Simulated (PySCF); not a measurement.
**`C(#C)C[Se-]`, [C₃H₃Se]-, charge -1**

Geometry (Å), atoms numbered from 1 in this order:
```xyz
7

C     1.6833   -0.4583    0.0891
C     0.5048   -0.2491    0.0231
C    -0.8924    0.0520   -0.0579
Se   -1.2640    2.0001   -0.0269
H     2.7151   -0.6408    0.1474
H    -1.4302   -0.3754    0.7924
H    -1.3133   -0.3236   -0.9943
```

Total charge -1.

Method used: GIAO PBE/aug-pcSseg-1 magnetisability, rotational g tensor and spin-rotation constants, non-relativistic, gas phase (PySCF 2.14.0). Geometry: GFN2-xTB.

The calculation is non-relativistic, which matters for the atoms heavier than Zn. For an ion the centre-of-mass motion in the field is neglected. The highest occupied orbital is unbound at this level, so the values depend on the basis.

How diamagnetic is it, and how anisotropic?

Isotropic -1027 × 10⁻³⁰ J/T², or -61.9 × 10⁻⁶ cm³/mol; principal values -1256, -962, -864 × 10⁻³⁰ J/T², anisotropy 353 × 10⁻³⁰ J/T² (root of half the summed squared differences of the principal values). The susceptibility is in cgs units.

Split it along the inertial axes a, b, c into diamagnetic and paramagnetic parts about the centre of mass, with the quadrupole moment.


```
axis  χ (10⁻⁶ cm³/mol)  diamagnetic (10⁻⁶ cm³/mol)  paramagnetic (10⁻⁶ cm³/mol)  summed x² of all electrons (Å²)  quadrupole Θ (D Å)
   a             -72.4                      -146.9                         74.4                            131.0               -8.61
   b             -61.1                      -603.1                        542.0                             23.5               +6.14
   c             -52.0                      -655.2                        603.2                             11.2               +2.47
```
Anisotropies 2χaa − χbb − χcc = -31.8 and 2χbb − χaa − χcc = +2.3 × 10⁻⁶ cm³/mol. Θ is traceless in Buckingham's convention.

And the rotational g tensor?


| axis | rotational constant (GHz) | g | nuclear part | electronic part |
| --- | --- | --- | --- | --- |
| a | 20.8622 | -0.0637 | 0.6660 | -0.7296 |
| b | 2.1396 | -0.0267 | 0.5181 | -0.5448 |
| c | 1.9650 | -0.0309 | 0.5260 | -0.5569 |

Asymmetric top; isotopes 12C, 1H, 80Se; no vibrational averaging.
